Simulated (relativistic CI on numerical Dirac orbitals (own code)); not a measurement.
**Charge states of iodine**

These numbers are calculated, not measured: Dirac-Coulomb-Breit CI, KLI orbitals optimised for each configuration, a model potential for QED, valence Slater integrals scaled by 0.9 (own radial code, finite nucleus).

Each species is treated in one configuration, given outside its closed core. Radial values are for the open shell of highest l, unscaled and averaged over j; ζ includes the Breit term. Labels give the leading LS character, summed over repeated terms.

| Ion | Configuration | Its lowest level | LS weight (%) | Next level | E (cm⁻¹) | g_J | g√(J(J+1)) | F² (cm⁻¹) | F⁴ (cm⁻¹) |
| --- | --- | --- | --- | --- | --- | --- | --- | --- | --- |
| I24+ | 3d10 4s | 2S_1/2 | 100 |  |  | 2.000 | 1.73 |  |  |
| I25+ | 3d10 | 1S_0 | 100 |  |  |  | 0.00 |  |  |
| I26+ | 3d9 | 2D_5/2 | 100 | 2D_3/2 | 98727 | 1.196 | 3.54 |  |  |
| I27+ | 3d8 | 3F_4 | 94 | 1D_2 | 45135 | 1.230 | 5.50 | 370900 | 238400 |
| I28+ | 3d7 | 4F_9/2 | 76 | J = 3/2 (mixed) | 63238 | 1.271 | 6.32 | 376300 | 242100 |
| I29+ | 3d6 | 5D_4 | 62 | J = 2 (mixed) | 37429 | 1.375 | 6.15 | 381600 | 245700 |
| I30+ | 3d5 | 6S_5/2 | 57 | J = 5/2 (mixed) | 85023 | 1.748 | 5.17 | 387000 | 249300 |
| I31+ | 3d4 | J = 0 (mixed) | 49 | 5D_1 | 70841 |  | 0.00 | 392200 | 252900 |
| I32+ | 3d3 | 4F_3/2 | 67 | 4F_5/2 | 79264 | 0.576 | 1.12 | 397500 | 256500 |
| I33+ | 3d2 | 3F_2 | 82 | 3P_0 | 102310 | 0.728 | 1.78 | 402700 | 260100 |
| I34+ | 3d | 2D_3/2 | 100 | 2D_5/2 | 123910 | 0.794 | 1.54 |  |  |
| I35+ | 3s2 3p6 | 1S_0 | 100 |  |  |  | 0.00 |  |  |
| I36+ | 3s2 3p5 | 2P°_3/2 | 100 | 2P°_1/2 | 576310 | 1.328 | 2.57 |  |  |
| I37+ | 3s2 3p4 | 3P_2 | 72 | 1S_0 | 98680 | 1.355 | 3.32 | 358600 |  |
| I38+ | 3s2 3p3 | J = 3/2 (mixed) | 44 | 4S°_3/2 | 526500 | 1.402 | 2.71 | 361000 |  |
| I39+ | 3s2 3p2 | 3P_0 | 73 | 3P_1 | 546750 |  | 0.00 | 363400 |  |
| I40+ | 3s2 3p | 2P°_1/2 | 100 | 2P°_3/2 | 616340 | 0.657 | 0.57 |  |  |
| I41+ | 3s2 | 1S_0 | 100 |  |  |  | 0.00 |  |  |
| I42+ | 3s | 2S_1/2 | 100 |  |  | 1.994 | 1.73 |  |  |
| I43+ | 2s2 2p6 | 1S_0 | 100 |  |  |  | 0.00 |  |  |
| I44+ | 2s2 2p5 | 2P°_3/2 | 100 | 2P°_1/2 | 2.4879e+06 | 1.317 | 2.55 |  |  |
| I45+ | 2s2 2p4 | 3P_2 | 70 | 1S_0 | 291970 | 1.334 | 3.27 | 966200 |  |
| I46+ | 2s2 2p3 | J = 3/2 (mixed) | 46 | 4S°_3/2 | 2.3913e+06 | 1.359 | 2.63 | 975100 |  |
| I47+ | 2s2 2p2 | 3P_0 | 71 | 3P_1 | 2.4679e+06 |  | 0.00 | 983800 |  |
